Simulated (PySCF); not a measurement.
Isomers of CH8Si3. All species are isolated molecules in the gas phase. One relaxed conformer stands for each flexible species; it need not be the lowest. Strings in code marks are SMILES.

Quantity: electronic energy of isomers of CH8Si3 relative to `C1[SiH2][SiH2][SiH2]1`, in kcal/mol.

A: `[SiH2]=[SiH]C[SiH3]` (Si–Si–C–Si torsion 71°)
B: `C[Si](=[SiH2])[SiH3]`
C: `[SiH3]/C=[SiH]\[SiH3]`

Task: Order them by electronic energy of isomers of CH8Si3 relative to `C1[SiH2][SiH2][SiH2]1` (lowest first) at the level ωB97X-D3(BJ)/def2-TZVP // PBE0-D3(BJ)/def2-TZVP (PySCF).

Result: B (28.6 kcal/mol), C (31.9 kcal/mol), A (34.9 kcal/mol)
